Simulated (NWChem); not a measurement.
CH$_{4}$FGaO$_{2}$; SMILES C[O][Ga]([OH])[F]

```xyz
9

Ga     0.0135     0.3554     0.0001
F      1.0595     1.7505    -0.0005
O     -1.7415     0.5825     0.0002
H     -2.0037     1.5096    -0.0006
O      0.7625    -1.2349     0.0013
C      0.0491    -2.4450    -0.0010
H      0.3143    -3.0360    -0.8947
H      0.3198    -3.0420     0.8870
H     -1.0477    -2.3131     0.0029
```
Atoms are numbered in this order, from 1.

Program: NWChem. Coordinates come from a PBE0/def2-SVP optimisation.

For level PBE0/STO-3G:

highest occupied level (eV): -2.07
orbital gap (eV): 4.70
dipole (D): 1.07

**Question.** Estimate the same quantities for level PBE0/pcseg-1.

**Answer.** 
| Property | Value |
|---|---|
| highest occupied level (eV) | -8.37 |
| orbital gap (eV) | 7.06 |
| dipole (D) | 1.94 |
